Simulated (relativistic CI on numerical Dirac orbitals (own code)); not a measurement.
Hyperfine structure of Sm17+, mass number 149

Method of calculation: Dirac-Coulomb-Breit CI, KLI orbitals optimised for each configuration, model QED (radiative potential, 1s self-energy scaled to tabulated hydrogen-like ionisation energies), unscaled Slater integrals (own radial code, finite nucleus).

Configurations in the expansion (outside the closed core [Ar] 3d10): 4s²4p⁶4d⁹, 4s²4p⁵4d¹⁰, 4s²4p⁶4d⁸4f, 4s4p⁶4d¹⁰, 4s²4p⁵4d⁹4f, 4s²4p⁶4d⁸5s, 4s²4p⁶4d⁸5p, 4s4p⁶4d⁹4f, 4s²4p⁶4d⁷4f5s, 4s²4p⁶4d⁸5d, 4s²4p⁶4d⁷5s5p, 4s²4p⁵4d⁹5s, 4s²4p⁶4d⁸5f, 4s²4p⁶4d⁷5s², 4s²4p⁶4d⁶4f5s², 4s²4p⁵4d⁷4f5s², 4s²4p⁶4d⁶5s²5p. Double excitations out of closed p, d and f shells are left out; levels of such configurations are missing from the list, as are those of other unlisted configurations, and high levels can miss mixing partners.

Nuclear spin I = 7/2, μ = -0.6677 μN, Q = 0.075 b (tables of Stone and Pyykkö). The electronic factors are computed for point nuclear moments, without core polarisation or the Bohr-Weisskopf and QED corrections.

```tsv
Level	E (cm⁻¹)	A (MHz)	B (MHz)
4s²4p⁶4d⁹ ²D5/2	0	-748.5	-613
4s²4p⁶4d⁹ ²D3/2	44853	-1864	-482
4s²4p⁵4d¹⁰ ²P°3/2	958339	-3491	-2490
4s²4p⁶4d⁸4f ⁴F°7/2	1048991	-512.7	-437
4s²4p⁶4d⁸4f ⁴F°9/2	1056307	-372.8	-447
4s²4p⁶4d⁸4f ²P°1/2	1064221	-4064	
4s²4p⁶4d⁸4f ⁴I°15/2	1070683	-468.8	-238
4s²4p⁶4d⁸4f ⁴D°7/2	1071739	-360.1	86.9
```

Levels with J = 0, under 50 % of one LS term, or S terms without an open s electron are left out. Small factors come from cancelling terms and can be off by tens of per cent or more.

At this charge energies of transitions that change n are usually good to better than 1 %, and those within a shell (Δn = 0) to a few per cent.

Give the hyperfine levels of 4s²4p⁶4d⁹ ²D5/2 relative to its centre of gravity.

With K = F(F + 1) − I(I + 1) − J(J + 1), E = AK/2 + B[¾K(K + 1) − I(I + 1)J(J + 1)]/[2I(2I − 1)J(2J − 1)]: F = 1: 8092, F = 2: 6770, F = 3: 4722, F = 4: 1868, F = 5: -1896, F = 6: -6702 MHz.

LS names give the leading component of a level, which can be under half, so a name can repeat, a term be missing and a line seem to break the LS rules.
